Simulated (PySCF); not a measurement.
Working with the constants of PbF

UHF-CCSD(T) constants of PbF, doublet, unpaired electrons π ↑ (basis Pb x2c-TZVPPall, F x2c-TZVPPall; spin-free X2C with a Gaussian nucleus; PySCF 2.14; masses 207.9766 and 18.9984 u):

* ωe: 526.6 cm⁻¹
* ωexe: 2.3 cm⁻¹
* Be: 0.23006 cm⁻¹
* αe: 0.00143 cm⁻¹
* De to Pb + F: 4.36 eV

What force constant and bond length do these constants imply?

Reduced mass μred = 17.408 u; k = 5.8918×10⁻⁷·μred·ωe² (u, cm⁻¹, mdyn/Å) = 2.84 mdyn/Å; Re = √(16.8576/(μred·Be)) (u, cm⁻¹, Å) = 2.052 Å.

Estimate the centrifugal constant D from the Kratzer relation and find the Dunham coefficient a1.

D = 4Be³/ωe² = 1.76e-07 cm⁻¹; a1 = −1 − αeωe/(6Be²) = -3.37.

Correlated steps freeze 35 core orbitals. Spin–orbit coupling is left out, which matters for elements this heavy, above all for dissociation energies. The state is the lowest determinant that a PBE0 search found; another state may lie lower at other levels.
